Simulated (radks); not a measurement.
All-electron atom: Co+ in [Ar] 3d7 4p1 (not the ground configuration). Method: scalar-relativistic Kohn-Sham, PBE, spin-polarised, spherical densities, point nucleus; open shells are filled with parallel spins first; computed with a radial shooting solver on a logarithmic mesh with Libxc functionals. Some entries of the table are withheld. Estimate them.

| orbital | occ. | eigenvalue (hartree) | <r^2> (bohr^2) |
|---|---|---|---|
| 1s up | 1 | -279.4093 | 0.004247 |
| 1s down | 1 | -279.4087 | 0.004247 |
| 2s up | 1 | -33.42253 | 0.07712 |
| 2s down | 1 | -33.36617 | 0.07694 |
| 2p up | 3 | -28.67374 | 0.06224 |
| 2p down | 3 | -28.63072 | 0.06206 |
| 3s up | 1 | -4.19082 | 0.6909 |
| 3s down | 1 | -4.06749 | 0.6942 |
| 3p up | 3 | -2.83945 | (1) |
| 3p down | 3 | -2.71803 | (2) |
| 3d up | 5 | -0.72129 | 1.388 |
| 3d down | 2 | -0.60684 | 1.485 |
| 4p up | 1 | (3) | 11.97 |
| 4p down | 0 | (4) | 12.41 |

Answer. 
(1) 3p up <r^2> (bohr^2): 0.7841
(2) 3p down <r^2> (bohr^2): 0.7907
(3) 4p up eigenvalue (hartree): -0.32141
(4) 4p down eigenvalue (hartree): -0.26355
